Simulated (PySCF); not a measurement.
## Computed structure and properties of [ReO3(H2O)2]+

System: [ReO3(H2O)2]+ (singlet); start: displaced along the imaginary mode (C1). Method: PySCF 2.14.0, RKS TPSS, Re def2-SVP with ECP60, O def2-SVP, H def2-SVP; non-relativistic Hamiltonian with scalar-relativistic core potentials where named; density fitting; no spin-orbit coupling.

Input of the relaxation:

```python
mol = gto.M(atom='''
Re     0.08430     0.08719     0.01795
O      0.15253     0.13187     1.72210
O      1.67231    -0.23957    -0.52333
O     -0.23851     1.68510    -0.49542
O     -2.06674    -0.15226    -0.43077
H     -2.72575    -0.89918    -0.27828
H     -2.56320     0.69171    -0.53634
O     -0.17246    -2.09842    -0.40145
H     -0.67626    -2.76314     0.16772
H      0.68801    -2.51756    -0.63803''',
    basis={'Re': 'def2-SVP', 'O': 'def2-SVP', 'H': 'def2-SVP'},
    ecp={'Re': 'def2-SVP'},
    charge=1, spin=0)
mf = dft.RKS(mol, xc='TPSS')
mf.grids.atom_grid = (50, 194)
mf = mf.density_fit()  # fitting sets: Re def2-universal-JKFIT, O def2-universal-JKFIT, H def2-universal-JKFIT
mf.conv_tol = 1e-08; mf.max_cycle = 55
mf.kernel(dm0)  # dm0: converged density of the start geometry
# quasi-Newton relaxation in Cartesian coordinates to a largest gradient under 0.00045 Eh/bohr, steps kept in the point group
```

Run from Python with OMP_NUM_THREADS=2; the lines above give its settings. Where DIIS fails, smearing, a level shift and second-order steps follow.
It took 2.8 min on 2 threads of Arm Neoverse V2 (shared host), from the converged density of the start.

Course of the relaxation:

```tsv
step	energy above end (eV)	largest force component within the symmetry (eV/Å)
0	0.1819	0.944
1	0.1408	0.148
2	0.1354	0.085
3	0.1278	0.325
4	0.1208	0.550
5	0.1040	0.485
6	0.0687	0.520
7	0.0417	0.364
17	0.0009	0.067
18	0.0006	0.038
19	0.0003	0.024
20	0.0001	0.043
21	0.0000	0.024
22	0.0000	0.023
```
(The steps between are left out.)

Relaxed geometry (C1):

```xyz
10

Re    0.0329    0.1586    0.1018
O     0.5361   -0.1667    1.7008
O     1.3714   -0.0916   -0.9289
O    -0.3035    1.8336    0.0458
O    -1.9790   -0.1277   -0.5830
H    -2.3709   -0.9940   -0.8268
H    -2.5860    0.6149   -0.7977
O    -0.3971   -2.1112   -0.1217
H    -0.3954   -2.6187    0.7201
H     0.2457   -2.5715   -0.7063
```

```json
{"contact": "Re1–O2 (O)", "Å": "1.708"}
{"contact": "Re1–O3 (O)", "Å": "1.708"}
{"contact": "Re1–O4 (O)", "Å": "1.709"}
{"contact": "Re1–O5 (H2O)", "Å": "2.144"}
{"contact": "Re1–O8 (H2O)", "Å": "2.321"}
```

On the finer grid (75, 302):

- HOMO: -12.77 eV
- LUMO: -8.99 eV
- Dipole about the centre of mass: 9.65 D
- Set of Mulliken populations of Re1 outside the core potential: s 2.44, p 6.35, d 4.80, f 0.21
- D3(BJ) dispersion energy (not in the energies): -0.292 eV

```tsv
atom	Mulliken (e)	Löwdin (e)	spin (e)
Re1	1.20	0.37	0.00
O2	-0.25	-0.05	0.00
O3	-0.26	-0.05	0.00
O4	-0.26	-0.04	0.00
O5	-0.27	0.08	0.00
H6	0.28	0.16	0.00
H7	0.29	0.18	0.00
O8	-0.28	0.02	0.00
H9	0.27	0.16	0.00
H10	0.27	0.16	0.00
```

No frequency check is given for this geometry.

Rigid scan of O along the line from its metal:

| distance to O2 (Å) | energy (eV) |
| --- | --- |
| 1.41 | 4.296 |
| 1.51 | 1.566 |
| 1.61 | 0.324 |
| 1.71 | 0.000 |
| 1.81 | 0.226 |
| 1.91 | 0.765 |
| 2.01 | 1.466 |
| 2.16 | 2.627 |

Taking off one H2O (charge 0, singlet; the rest: singlet) in vacuum, both parts rigid, costs 2.60 eV; the small basis without counterpoise inflates it.

Rigid scan of H2O along the line from its metal:

(distance to O5 (Å), energy (eV)): (1.84, 0.849), (1.94, 0.313), (2.04, 0.066), (2.14, 0.000), (2.24, 0.047), (2.34, 0.159), (2.54, 0.469), (2.84, 0.947), (3.24, 1.436), (3.74, 1.821)

One start shape was tried, so this needn't be the lowest isomer.
